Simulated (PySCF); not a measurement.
C$_{6}$H$_{15}$Al (SMILES [CH3][Al]([CH3])[C](C)(C)C), singlet, geometry from GFN2-xTB (such geometries of metal compounds can be far from the true shape), atoms displaced at random by about 0.08 Å a coordinate; R2SCAN/STO-3G, gradient (PySCF).

The PySCF input:
```python
from pyscf import gto, scf, dft

mol = gto.M(
    atom='''
Al    1.03902543   -0.29359699    0.16904198
C     2.29038473    0.28631839   -1.34961856
H     3.25079447   -0.14456532   -1.32213853
H     2.37824607    1.45259481   -1.56374129
H     1.99175529   -0.12823704   -2.36252225
C     1.65124792   -1.12414964    1.66012183
H     0.91401088   -2.25515556    1.85258316
H     1.36658971   -0.74025810    2.63613511
H     2.65325774   -1.35626369    1.69503712
C    -0.95829501    0.14812269   -0.04766616
C    -1.77821346   -0.92449318   -0.92508694
C    -1.65276652    0.36310895    1.20840723
C    -1.10186586    1.60712118   -0.98368491
H    -2.72273818   -0.64502998   -1.08697785
H    -1.56584102   -1.76142923   -0.21387317
H    -1.30910609   -1.09205711   -1.92707788
H    -1.55477470   -0.58047958    1.85768606
H    -1.13277838    1.18977777    1.87037283
H    -2.61303848    0.57576767    1.30616987
H    -0.73750847    2.25278921   -0.24080123
H    -0.86381663    1.49060066   -1.95013502
H    -2.14208657    1.66226135   -1.02000036
''',
    basis='sto-3g',
    verbose=4,
)

mf = dft.RKS(mol)
mf.xc = 'r2scan'
mf.grids.level = 0
mf.kernel()
g = mf.nuc_grad_method()
g.grid_response = False
grad = g.kernel()
```

Write the output that PySCF gives for this input, abridged.


```
PySCF version 2.14.0

[INPUT] verbose = 4
[INPUT] num. atoms = 22
[INPUT] num. electrons = 64
[INPUT] charge = 0
[INPUT] spin (= nelec alpha-beta = 2S) = 0
[INPUT] symmetry False subgroup None
[INPUT] Mole.unit = angstrom
[INPUT] Symbol           X                Y                Z      unit          X                Y                Z       unit  Magmom
[...]
nuclear repulsion = 367.486744907038
number of shells = 38
number of NR pGTOs = 162
number of NR cGTOs = 54
basis = sto-3g
ecp = {}

******** <class 'pyscf.dft.rks.RKS'> ********
method = RKS
initial guess = minao
damping factor = 0
level_shift factor = 0
DIIS = <class 'pyscf.scf.diis.CDIIS'>
diis_start_cycle = 1
diis_space = 8
diis_damp = 0
SCF conv_tol = 1e-09
SCF conv_tol_grad = None
SCF max_cycles = 50
direct_scf = True
direct_scf_tol = 1e-13
XC library pyscf.dft.libxc version 7.1.2
    S. Lehtola, C. Steigemann, M. J. T. Oliveira, and M. A. L. Marques,  SoftwareX 7, 1–5 (2018)
XC functionals = r2scan
    J. W. Furness, A. D. Kaplan, J. Ning, J. P. Perdew, and J. Sun,  J. Phys. Chem. Lett. 11, 8208–8215 (2020)
    J. W. Furness, A. D. Kaplan, J. Ning, J. P. Perdew, and J. Sun,  J. Phys. Chem. Lett. 11, 9248–9248 (2020)
    J. W. Furness, A. D. Kaplan, J. Ning, J. P. Perdew, and J. Sun,  J. Phys. Chem. Lett. 11, 8208–8215 (2020)
    J. W. Furness, A. D. Kaplan, J. Ning, J. P. Perdew, and J. Sun,  J. Phys. Chem. Lett. 11, 9248–9248 (2020)
radial grids:
    Treutler-Ahlrichs [JCP 102, 346 (1995); DOI:10.1063/1.469408] (M4) radial grids

becke partition: Becke, JCP 88, 2547 (1988); DOI:10.1063/1.454033
pruning grids: <function nwchem_prune>
grids dens level: 0
symmetrized grids: False
atomic radii adjust function: <function treutler_atomic_radii_adjust>
small_rho_cutoff = 0
Set gradient conv threshold to 3.16228e-05
Initial guess from minao.
tot grids = 17440
init E= -473.897126332007
[...]
cycle= 1 E= -474.055545017321  delta_E= -0.158  |g|= 0.537  |ddm|= 5.41
[...]
cycle= 2 E= -474.036795991152  delta_E= 0.0187  |g|= 0.579  |ddm|= 1.52
[...]
cycle= 3 E= -474.14760836479  delta_E= -0.111  |g|= 0.0377  |ddm|= 0.815
[...]
cycle= 4 E= -474.148075725581  delta_E= -0.000467  |g|= 0.0111  |ddm|= 0.0673
[...]
cycle= 5 E= -474.148114121518  delta_E= -3.84e-05  |g|= 0.00307  |ddm|= 0.0182
[...]
cycle= 6 E= -474.148117084661  delta_E= -2.96e-06  |g|= 0.00094  |ddm|= 0.00547
[...]
cycle= 7 E= -474.148117384032  delta_E= -2.99e-07  |g|= 0.000142  |ddm|= 0.00152
[...]
cycle= 8 E= -474.148117389835  delta_E= -5.8e-09  |g|= 4.78e-05  |ddm|= 0.000248
[...]
cycle= 9 E= -474.148117390674  delta_E= -8.39e-10  |g|= 7.82e-06  |ddm|= 7.75e-05
[...]
Extra cycle  E= -474.14811739067  delta_E= 3.98e-12  |g|= 9.18e-06  |ddm|= 2.43e-05
converged SCF energy = -474.14811739067

******** <class 'pyscf.grad.rks.Gradients'> for <class 'pyscf.dft.rks.RKS'> ********
unit = Eh/Bohr
grid_response = False
--------------- RKS gradients ---------------
         x                y                z
0 Al     0.0277477410    -0.0476612003     0.0775681228
1 C     0.0514827614    -0.0383973377     0.0364200390
2 H    -0.0452549013     0.0059060995    -0.0193534357
3 H     0.0020133695     0.0560353747    -0.0186818430
4 H     0.0129996083    -0.0105689273    -0.0216952448
5 C     0.1107953136     0.1091412076    -0.0698665411
6 H    -0.0633115299    -0.0755366451     0.0274487185
7 H    -0.0031672278    -0.0215413902    -0.0051746572
8 H    -0.0613421537     0.0228037692    -0.0024117146
9 C    -0.0225021698    -0.0387236502     0.1350284425
10 C    -0.1555582419     0.0305040470    -0.0412643281
11 C    -0.1260305036     0.0168597234    -0.1343073775
12 C     0.0262112983     0.0938687596    -0.1294296933
13 H     0.1032956011    -0.0213463035     0.0035702836
14 H     0.0307466279     0.0132481197     0.0290906908
15 H     0.0007881533     0.0017617771    -0.0170165303
16 H    -0.0002756511    -0.0231338675     0.0150494050
17 H     0.0175635986     0.0325891858     0.0289670660
18 H     0.1211212574    -0.0294807121     0.0149320516
19 H    -0.0255358912    -0.0500673145     0.0019848766
20 H    -0.0566756775    -0.0006126813     0.0847583310
21 H     0.0535312745    -0.0176465565    -0.0046732230
----------------------------------------------
```
